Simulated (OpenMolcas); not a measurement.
**Ag5+ in a point-charge field**

Ag5+ among 4 point charges of -2.5 e arranged as a square (D4h), 1.99 Å from the ion.
```
   1.9900    0.0000    0.0000  -2.50
   0.0000    1.9900    0.0000  -2.50
  -1.9900    0.0000    0.0000  -2.50
   0.0000   -1.9900    0.0000  -2.50
```

* Program: OpenMolcas
* Method: SS-CASPT2, IPEA 0.25 Eh, imaginary shift 0.1 Eh (closed shells correlated: 4s 4p)
* Basis: ANO-RCC-VTZP [7s6p4d2f1g]
* Scalar Hamiltonian: DKH2, point nucleus
* Active space: 6 electrons in 5 orbitals (4d)
* State averaging: 2S+1 = 5 even, 5 roots; 2S+1 = 3 even, 45 roots; 2S+1 = 1 even, 50 roots
* Spin-orbit coupling: RASSI with atomic mean-field integrals over the reference wave functions

The lowest spin-free states (labels of D4, the rotations of D4h), above the lowest:

```json
{"State": "5A1", "Degeneracy": "1", "E (cm-1)": "0", "Free-ion L (%)": "D (100)"}
{"State": "5E", "Degeneracy": "2", "E (cm-1)": "3130", "Free-ion L (%)": "D (100)"}
{"State": "5B2", "Degeneracy": "1", "E (cm-1)": "14330", "Free-ion L (%)": "D (100)"}
{"State": "3B2", "Degeneracy": "1", "E (cm-1)": "18720", "Free-ion L (%)": "G (41)"}
{"State": "3E", "Degeneracy": "2", "E (cm-1)": "19110", "Free-ion L (%)": "H (43)"}
{"State": "5B1", "Degeneracy": "1", "E (cm-1)": "19260", "Free-ion L (%)": "D (100)"}
{"State": "3A2", "Degeneracy": "1", "E (cm-1)": "21090", "Free-ion L (%)": "H (53)"}
{"State": "3E", "Degeneracy": "2", "E (cm-1)": "22660", "Free-ion L (%)": "H (70)"}
{"State": "3B1", "Degeneracy": "1", "E (cm-1)": "22820", "Free-ion L (%)": "G (44)"}
{"State": "3A1", "Degeneracy": "1", "E (cm-1)": "23110", "Free-ion L (%)": "H (75)"}
{"State": "3E", "Degeneracy": "2", "E (cm-1)": "23700", "Free-ion L (%)": "G (36)"}
{"State": "3B1", "Degeneracy": "1", "E (cm-1)": "25740", "Free-ion L (%)": "F (57)"}
{"State": "3B2", "Degeneracy": "1", "E (cm-1)": "25850", "Free-ion L (%)": "F (48)"}
{"State": "3E", "Degeneracy": "2", "E (cm-1)": "26620", "Free-ion L (%)": "H (53)"}
{"State": "3A2", "Degeneracy": "1", "E (cm-1)": "27040", "Free-ion L (%)": "H (62)"}
{"State": "3E", "Degeneracy": "2", "E (cm-1)": "27720", "Free-ion L (%)": "F (40)"}
{"State": "3A1", "Degeneracy": "1", "E (cm-1)": "28200", "Free-ion L (%)": "G (78)"}
{"State": "3A2", "Degeneracy": "1", "E (cm-1)": "30410", "Free-ion L (%)": "P (49)"}
{"State": "3E", "Degeneracy": "2", "E (cm-1)": "30640", "Free-ion L (%)": "F (50)"}
{"State": "1B2", "Degeneracy": "1", "E (cm-1)": "31030", "Free-ion L (%)": "I (88)"}
```

The lowest levels with spin-orbit coupling:

| E (cm-1) | Degeneracy | Label | 2S+1 | g |
| --- | --- | --- | --- | --- |
| 0 | 1 | A1 | 5 |  |
| 170 | 2 | E | 5 | 0.00 0.00 3.78 |
| 720 | 1 | B1 | 5 |  |
| 730 | 1 | B2 | 5 |  |
| 3170 | 2 | E | 5 | 0.00 0.00 9.93 |
| 4140 | 1 | B1 | 5 |  |
| 4150 | 1 | B2 | 5 |  |
| 4730 | 2 | E | 5 | 0.00 0.00 2.61 |
| 4990 | 1 | A2 | 5 |  |
| 5760 | 1 | A1 | 5 |  |
| 5930 | 2 | E | 5 | 0.00 0.00 5.55 |
| 14280 | 1 | A1 | 5 |  |
| 14320 | 1 | A2 | 5 |  |
| 15270 | 2 | E | 5 | 0.00 0.00 5.40 |
| 15560 | 1 | B2 | 5 |  |
| 17300 | 1 | B1 | 3 |  |
| 17750 | 2 | E | 3 | 0.00 0.00 1.55 |
| 18220 | 1 | A1 | 3 (89 %) |  |
| 19630 | 1 | B2 | 3 |  |
| 19830 | 1 | A2 | 3 (89 %) |  |

Powder χT (cm3 K/mol): 0.0801 at 2 K, 0.4 at 10 K, 1.97 at 50 K, 3.28 at 100 K, 4.11 at 200 K, 4.38 at 300 K. The effective moment at 300 K is 2.828 √(χT) = 5.92 μB.

The lowest level has 2S+1 = 5, for which the spin-only value is χT = S(S+1) / 2 = 3.000 cm3 K/mol (g = 2). The computed 4.375 at 300 K differs by +1.375, through orbital momentum, spin-orbit coupling and any other state in reach.

Point charges give a weaker field than real ligands, and real ions of this kind are as a rule low spin; the high spin found here belongs to the model. Free-ion shares, where given, are those of the reference states; single-state CASPT2 does not remix them. This is an electrostatic model: the charges have no orbitals. No measured value stands beside these numbers.

With an even number of electrons the g values are those of a degenerate or nearly degenerate non-Kramers pair.
